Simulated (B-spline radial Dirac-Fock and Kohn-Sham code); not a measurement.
**X-ray form factors of rhodium in several charge states**

Model: Dirac-Fock densities. Program: a B-spline atomic structure program.

Configurations: Rh²⁵⁺ [Ar] 3d2; Rh²⁶⁺ [Ar] 3d1; Rh³⁰⁺ [Ne] 3s2 3p3; Rh³¹⁺ [Ne] 3s2 3p2; Rh³²⁺ [Ne] 3s2 3p1. The first column is f₀ of Rh²⁵⁺, the others are differences from it.

```
s (Å⁻¹)   Rh²⁵⁺  Δ Rh²⁶⁺  Δ Rh³⁰⁺  Δ Rh³¹⁺  Δ Rh³²⁺
      0  20.000   -1.000   -5.000   -6.000   -7.000
   0.05  19.972   -0.997   -4.987   -5.984   -6.982
    0.1  19.887   -0.989   -4.947   -5.937   -6.927
   0.15  19.746   -0.977   -4.881   -5.858   -6.836
    0.2  19.552   -0.959   -4.790   -5.750   -6.711
   0.25  19.307   -0.936   -4.676   -5.614   -6.554
    0.3  19.014   -0.909   -4.540   -5.452   -6.366
   0.35  18.677   -0.879   -4.384   -5.265   -6.151
    0.4  18.299   -0.845   -4.210   -5.058   -5.911
   0.45  17.885   -0.808   -4.021   -4.832   -5.649
    0.5  17.440   -0.768   -3.820   -4.591   -5.370
    0.6  16.477   -0.685   -3.388   -4.075   -4.771
    0.7  15.448   -0.598   -2.937   -3.534   -4.142
    0.8  14.393   -0.511   -2.485   -2.992   -3.510
    0.9  13.346   -0.427   -2.050   -2.468   -2.899
      1  12.336   -0.350   -1.645   -1.980   -2.329
    1.1  11.386   -0.281   -1.281   -1.540   -1.812
    1.2  10.512   -0.219   -0.962   -1.155   -1.359
    1.4   9.021   -0.123   -0.471   -0.560   -0.658
    1.6   7.876   -0.058   -0.162   -0.185   -0.214
```

Values without a named source are computed, but for edge energies of neutral atoms, which are taken from tables.
